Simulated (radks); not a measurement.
Results of a calculation; reference values are marked as such.
Species: Nb34+. Configuration: [He] 2s2 2p3.

Code: a radial shooting solver on a logarithmic mesh with Libxc functionals. Model: scalar-relativistic Kohn-Sham, BLYP, spin-polarised, spherical densities, finite nucleus; open shells are filled with parallel spins first (spin-orbit coupling, left out, can overturn this in heavy ions); Fermi nuclear charge, rms radius 4.324 fm.

Energy parts (hartree):
| part | energy |
|---|---|
| total | -2613.34496 |
| kinetic | 2715.23202 |
| electron-nucleus | -5501.07074 |
| Hartree | 224.49897 |
| exchange-correlation | -52.00521 |

Orbitals (lengths in bohr, moments of r in powers of bohr; <r^-3> diverges for s and p1/2; r(max) is where P^2 peaks):
| orbital | occ. | eigenvalue (hartree) | <r^-3> | <r> | r(max) | <r^2> |
|---|---|---|---|---|---|---|
| 1s up | 1 | -780.4630 | - | 0.03601 | 0.02347 | 0.001748 |
| 1s down | 1 | -779.4617 | - | 0.03597 | 0.02346 | 0.001743 |
| 2s up | 1 | -173.8552 | - | 0.1508 | 0.1295 | 0.02664 |
| 2s down | 1 | -172.1504 | - | 0.1514 | 0.1299 | 0.02687 |
| 2p up | 3 | -165.8981 | 2629 | 0.1298 | 0.1024 | 0.02038 |
| 2p down | 0 | -163.8357 | 2608 | 0.1305 | 0.1029 | 0.02062 |

The highest occupied level is 2p up at -4514.3 eV. The spin density at the nucleus is -19.16 e/bohr^3 (1s -76.57, 2s 57.42). Summed over all electrons, <r^2> = 0.1182 bohr^2, which gives a Langevin (diamagnetic) susceptibility term of -0.0936 x 10^-6 cm^3/mol. The density falls to 0.001 e/bohr^3 at r = 0.53 bohr. The electron density at the nucleus is 8.356e+04 e/bohr^3 (large components only). For comparison, the ionisation energy in NIST's Atomic Spectra Database is 4540 eV (semi-empirical). In exact Kohn-Sham theory the highest level is minus the ionisation energy, but local and semilocal functionals leave it too shallow, through self-interaction and a potential that decays too fast; potentials with the right tail come closer.
